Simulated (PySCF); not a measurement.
CCl3F. Atoms are numbered in the order given.

```xyz
5

F      0.0000     0.0000     1.5902
C      0.0000     0.0000     0.2571
Cl     1.4634     0.8449    -0.3109
Cl     0.0000    -1.6898    -0.3109
Cl    -1.4634     0.8449    -0.3109
```
Charge 0, spin multiplicity 1.

The structure is a stationary point at B3LYP-D3(BJ)/def2-SVP.

All values below come from SMD-ωB97X/6-31G* in PySCF.

Solvation free energies are E(SMD) − E(gas) at the gas-phase geometry, for 1 M in both phases. In vacuum the dipole moment is 0.16 D.

**Question.** Rank water, diethylether, 1-octanol by solvation free energy, most negative first.

**Answer.** diethylether (-2.8 kcal/mol), 1-octanol (-2.3 kcal/mol), water (1.7 kcal/mol)
